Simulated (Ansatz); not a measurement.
All values below come from frozen-core CCSD(T)/aug-cc-pVTZ // B3LYP-D3(BJ)/def2-TZVPD (Ansatz, a program for electronic structure).

Ansatz 0.2 input:
```yaml
crystal:
  periodic: [false, false, false]
  atoms:
    - { symbol: C, position_ang: [-0.78319, 0.035431, -0.013851] }
    - { symbol: Si, position_ang: [1.062646, 0.326527, 0.633534] }
    - { symbol: H, position_ang: [-0.854701, -0.530837, -0.9497] }
    - { symbol: H, position_ang: [-1.36388, -0.500287, 0.746235] }
    - { symbol: H, position_ang: [-1.279809, 1.00054, -0.168318] }
    - { symbol: H, position_ang: [1.555524, -1.128649, 0.462846] }
    - { symbol: H, position_ang: [1.663407, 0.797273, -0.710744] }
basis:
  gaussian: { orbitals: aug-cc-pVTZ }
correlation:
  method: ccsd_t
total_charge: -1
```

Output:

```
Functional definition: HF
1166 factors; integrals over basis functions are off by at most 1.3e-3 eV
mean field evaluation 1: about -8970.3932 eV, gradient 1.5e1 eV
mean field evaluation 2: about -8970.3965 eV, gradient 1.5e1 eV
mean field evaluation 4: about -8971.5048 eV, gradient 1.3e0 eV
mean field evaluation 8: about -8971.5172 eV, gradient 8.6e-4 eV
mean field evaluation 16: about -8971.5150 eV, gradient 4.5e-1 eV
mean field -8971.51716832 eV, -329.6971748229 hartree, gradient 6.1e-6 eV, S^2 0.000000; 0 other end points of the search recorded, 0 dependent functions left out
6 core orbitals not correlated
reference -8971.51716832 eV, -329.6971748229 hartree; 7, 7 occupied and 198, 198 virtual orbitals, 1166 factors
second order -9.13530901 eV of doubles, -0.00000000 eV of singles
cycle   1  -9.78815207 eV  change   -6.5e-1 eV  update   7.4e-2
cycle   2  -10.08986990 eV  change   -3.0e-1 eV  update   2.5e-2
cycle   3  -10.12497353 eV  change   -3.5e-2 eV  update   9.5e-3
cycle   4  -10.12236538 eV  change    2.6e-3 eV  update   3.4e-3
cycle   5  -10.12104197 eV  change    1.3e-3 eV  update   1.5e-3
cycle   6  -10.12081731 eV  change    2.2e-4 eV  update   6.0e-4
cycle   7  -10.12077337 eV  change    4.4e-5 eV  update   2.6e-4
cycle   8  -10.12081103 eV  change   -3.8e-5 eV  update   1.1e-4
cycle   9  -10.12082684 eV  change   -1.6e-5 eV  update   5.0e-5
cycle  10  -10.12081184 eV  change    1.5e-5 eV  update   2.1e-5
cycle  11  -10.12081004 eV  change    1.8e-6 eV  update   8.6e-6
perturbative correction -0.40578086 eV, -0.0149121716 hartree
Total energy: -8982.04375922 eV, -330.0840199034 hartree
```

Cost: roughly 50 core-seconds.
